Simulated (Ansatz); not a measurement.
Single points on SiSn4.

```yaml
crystal:
  periodic: [false, false, false]
  atoms:
    - {symbol: Si, position_ang: [-0.189287, -1.036904, -0.571890]}
    - {symbol: Sn, position_ang: [-1.368962, 0.850585, -1.812962]}
    - {symbol: Sn, position_ang: [1.613837, 0.941996, -0.601929]}
    - {symbol: Sn, position_ang: [1.289995, -1.147718, 1.612027]}
    - {symbol: Sn, position_ang: [-1.345583, 0.392040, 1.374754]}
basis:
  gaussian: {orbitals: def2-TZVP, initial_orbitals: start.molden}
hamiltonian: {xc: {name: BLYP}, dispersion: d4}
scf: {omitted_lower_state_checks: [starts]}
output: {orbitals: {seedname: orbitals}}
```

The file start.molden holds the orbitals of an earlier run on this structure, at another level or in another basis.

```sh
$ ansatz run in.yaml --threads 4 --pin off --events-out ev --progress --plain --max-ram 4787MiB
```

Output, abridged:

```
Functional definition: BLYP
1804 factors; their error is unknown
mean field evaluation 1: about -31201.1218 eV, gradient 1.5e1 eV
mean field evaluation 2: about -31201.4376 eV, gradient 4.1e-1 eV
mean field evaluation 4: about -31201.4222 eV, gradient 1.1e-1 eV
mean field -31201.42219161 eV, -1146.6311164580 hartree, gradient 3.9e-5 eV, S^2 0.000000; 0 other end points of the search recorded, 0 dependent functions left out
reference -31201.42249926 eV, -1146.6311277641 hartree; 51, 51 occupied and 186, 186 virtual orbitals, 1804 factors
Total energy: -31202.23693996 eV, -1146.6610579077 hartree
Checks for a lower state left out: starts
```

It took 3.7 s on 4 threads of Arm Neoverse V2 on a shared host.

As the first input, with `hamiltonian: {xc: pbe0, dispersion: d4}` (abridged; 9.5 s):

```
Functional definition: PBE0
mean field -31204.23416530 eV, -1146.7344545852 hartree, gradient 2.4e-5 eV, S^2 0.000000
Total energy: -31204.58936045 eV, -1146.7475077663 hartree
Checks for a lower state left out: starts
```

As the first input, with `hamiltonian: {xc: hf}` (abridged; 6 s):

```
Functional definition: HF
mean field -31086.59870445 eV, -1142.4114311353 hartree, gradient 1.4e-5 eV, S^2 0.000000
Total energy: -31086.59870445 eV, -1142.4114311353 hartree
Checks for a lower state left out: starts
```

The first input with `hamiltonian: {xc: r2scan, dispersion: d4}` (abridged; 9.5 s):

```
Functional definition: r2SCAN
mean field -31214.87004915 eV, -1147.1253161073 hartree, gradient 2.1e-5 eV, S^2 0.000000
Total energy: -31214.94053526 eV, -1147.1279064241 hartree
Checks for a lower state left out: starts
```

As the first input, with `gaussian: {orbitals: def2-SVP, initial_orbitals: start.molden}`, `correlation: {method: ccsd_t}` and without the key `hamiltonian` (abridged; 37 s):

```
Functional definition: HF
mean field evaluation 16: about -31080.8755 eV, gradient 4.6e-1 eV
mean field evaluation 32: about -31078.3032 eV, gradient 2.3e1 eV
mean field evaluation 64: about -31079.8651 eV, gradient 5.1e-3 eV
mean field -31083.24282927 eV, -1142.2881049969 hartree, gradient 5.9e-6 eV, S^2 0.000000; 1 other end points of the search recorded, 0 dependent functions left out; unrestricted orbitals would lower it
determinant -31083.24282927 eV, -1142.2881049969 hartree, with singles and doubles -31097.12586690 eV, -1142.7982972195 hartree
determinant -31080.86221850 eV, -1142.2006191647 hartree, with singles and doubles -31095.07317315 eV, -1142.7228621158 hartree
21 core orbitals not correlated: weight in the atoms' cores, before any rotation towards them, 1.000 or more for the frozen orbitals, at most 0.000 for the correlated occupied ones
second order -13.54219737 eV of doubles, -0.00000000 eV of singles
cycle   1  -13.88131329 eV  change    1.7e-3 eV  update   3.9e-3
cycle   2  -13.88269138 eV  change   -1.4e-3 eV  update   2.8e-3
cycle   3  -13.88139344 eV  change    1.3e-3 eV  update   2.4e-3
cycle   4  -13.88200380 eV  change   -6.1e-4 eV  update   1.2e-3
cycle   5  -13.88361747 eV  change   -1.6e-3 eV  update   8.6e-4
cycle   6  -13.88304848 eV  change    5.7e-4 eV  update   5.9e-4
cycle   7  -13.88303498 eV  change    1.3e-5 eV  update   2.7e-4
cycle   8  -13.88281263 eV  change    2.2e-4 eV  update   1.3e-4
cycle   9  -13.88279094 eV  change    2.2e-5 eV  update   7.5e-5
cycle  10  -13.88290534 eV  change   -1.1e-4 eV  update   3.7e-5
cycle  11  -13.88290104 eV  change    4.3e-6 eV  update   2.0e-5
perturbative correction -1.06060167 eV, -0.0389763923 hartree
Total energy: -31098.18633197 eV, -1142.8372685921 hartree
Checks for a lower state left out: starts
```

As the first input, with `hamiltonian: {xc: pbe, dispersion: d4}`, `output: {forces: true, orbitals: {seedname: orbitals}}` (abridged; 4.3 s):

```
Functional definition: PBE
mean field -31203.18888936 eV, -1146.6960414031 hartree, gradient 2.5e-5 eV, S^2 0.000000
Total energy: -31203.60109993 eV, -1146.7111898619 hartree
Atom 0 force     0.037022     0.243714     0.123388 eV/Å
Atom 1 force     0.080950    -0.102617     0.092684 eV/Å
Atom 2 force    -0.128674    -0.113174     0.035384 eV/Å
Atom 3 force    -0.094832     0.041810    -0.130328 eV/Å
Atom 4 force     0.105534    -0.069733    -0.121128 eV/Å
Dipole moment:    -0.005479     0.142516     0.031465 e Å
Checks for a lower state left out: starts
```

Geometry: PBE-D4/def2-SVP.

In the def2 sets Sn takes a core potential; there is no spin–orbit coupling. Correlated methods freeze 21 core orbitals; core or outer-core shells of Sn are correlated, in sets that lack core-valence functions. The restricted singlet is unstable towards broken spin symmetry in Hartree–Fock (as tested in another run); at BLYP-D4/def2-TZVP, PBE0-D4/def2-TZVP, HF/def2-TZVP, r2SCAN-D4/def2-TZVP and others this wasn't settled. At CCSD(T)/def2-SVP the restricted singlet (for correlated methods, its reference) is unstable: a solution with broken spin symmetry lies lower. Another isomer (singlet) lies 0.52 eV lower at PBE0-D4/def2-TZVP; other spin states weren't run for this one.
